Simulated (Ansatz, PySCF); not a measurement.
Pair of molecules: digermane (SMILES [GeH3][GeH3]) (first 8 atoms) with CH4 (SMILES C); geometry from B3LYP-D3(BJ)/def2-TZVP, rigid monomers moved along the line of their centres of mass till Ge1···C9 is 3.60 Å.
(charge 0, multiplicity 1):
```xyz
13

Ge    -0.18822    -1.40851     0.65349
Ge    -0.36986     0.98919     0.25952
H      0.16948    -2.13197    -0.65749
H     -1.52507    -1.97020     1.16954
H      0.90449    -1.71286     1.69104
H      1.02862     1.61726     0.12085
H     -1.10313     1.68200     1.42010
H     -1.15310     1.25490    -1.03894
C      0.37194     0.27857     3.78914
H     -0.64491     0.18196     3.41147
H      0.78420    -0.71081     3.98047
H      0.98689     0.79061     3.05035
H      0.36085     0.85516     4.71297
```

Counterpoise-corrected where a basis set is named; no monomer relaxation.

Frozen-core correlation. Filled d and f shells under p-block atoms count as core.

The values were computed with Ansatz (an electronic-structure program); PySCF for the dispersion terms. 

PBE/def2-TZVPPD gives 1.36 kcal/mol for the interaction energy.

### Question
Where do these levels fall relative to PBE: PBE-D3(BJ)/def2-TZVPPD, r2SCAN/def2-TZVPPD, B3LYP/def2-TZVPPD, wB97M-V/def2-TZVPPD, MP2/aug-cc-pVDZ, CCSD(T)/aug-cc-pVDZ.

### Answer
PBE-D3(BJ)/def2-TZVPPD -1.80; r2SCAN/def2-TZVPPD -0.89; B3LYP/def2-TZVPPD 1.24; wB97M-V/def2-TZVPPD -1.84; MP2/aug-cc-pVDZ -1.02; CCSD(T)/aug-cc-pVDZ -1.00 kcal/mol. 1 of 6 lie above PBE; the widest gap is to wB97M-V/def2-TZVPPD.
